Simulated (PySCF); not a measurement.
C3H3ClF2, SMILES F[C@@H]1[C@H](F)[C@H]1Cl. Atoms are numbered in the order given.

```xyz
9

F     -1.6378     0.2003     1.3939
C     -0.6303    -0.4381     0.7525
C     -0.6303    -0.4381    -0.7525
F     -1.6378     0.2003    -1.3939
C      0.3552     0.4091     0.0000
Cl     2.0779     0.0223     0.0000
H     -0.2738    -1.3308     1.2785
H     -0.2738    -1.3308    -1.2785
H      0.1372     1.4814     0.0000
```
Charge 0, spin multiplicity 1.

Geometry: B3LYP-D3(BJ)/def2-SVP. The structure was generated by enumeration; whether it is a known compound was not checked.

Calculation: B3LYP-D3(BJ)/def2-SVP (PySCF).

Frequencies are harmonic and unscaled.

Computed vibrational spectrum:
| mode | ν (cm⁻¹) | IR (km/mol) | Raman (Å⁴/amu) | depolarisation | moving atoms (share of kinetic energy) |
|---|---|---|---|---|---|
| 1 | 181 | 3.2 | 0.2 | 0.71 | F 84 %, C 10 % |
| 2 | 214 | 2.8 | 2.2 | 0.75 | C 34 %, F 33 %, Cl 25 % |
| 3 | 242 | 11.6 | 1.3 | 0.61 | C 47 %, F 23 %, Cl 18 %, H 11 % |
| 4 | 321 | 1.5 | 0.4 | 0.75 | F 39 %, C 34 %, H 27 % |
| 5 | 379 | 1.3 | 6.5 | 0.36 | Cl 47 %, F 37 %, C 13 % |
| 6 | 655 | 28.6 | 2.6 | 0.75 | C 55 %, F 36 %, H 9 % |
| 7 | 810 | 3.1 | 10.0 | 0.22 | C 54 %, H 33 %, Cl 10 % |
| 8 | 844 | 82.6 | 6.7 | 0.68 | C 64 %, F 17 %, H 16 % |
| 9 | 925 | 0.4 | 4.1 | 0.75 | C 79 %, H 17 % |
| 10 | 1009 | 0.4 | 3.3 | 0.75 | H 71 %, C 24 % |
| 11 | 1046 | 1.8 | 1.9 | 0.72 | H 53 %, C 45 % |
| 12 | 1095 | 2.3 | 2.6 | 0.75 | H 67 %, C 32 % |
| 13 | 1132 | 55.4 | 7.0 | 0.08 | C 66 %, H 20 %, F 13 % |
| 14 | 1177 | 40.5 | 0.7 | 0.75 | H 38 %, C 37 %, F 24 % |
| 15 | 1203 | 61.7 | 6.6 | 0.58 | H 69 %, C 25 % |
| 16 | 1260 | 8.5 | 5.2 | 0.64 | H 76 %, C 15 %, F 9 % |
| 17 | 1362 | 34.7 | 1.4 | 0.75 | H 60 %, C 37 % |
| 18 | 1485 | 33.8 | 4.6 | 0.18 | C 74 %, H 23 % |
| 19 | 3157 | 0.5 | 54.4 | 0.75 | H 92 %, C 8 % |
| 20 | 3163 | 9.9 | 123.5 | 0.09 | H 91 %, C 9 % |
| 21 | 3181 | 5.1 | 68.1 | 0.24 | H 92 %, C 8 % |
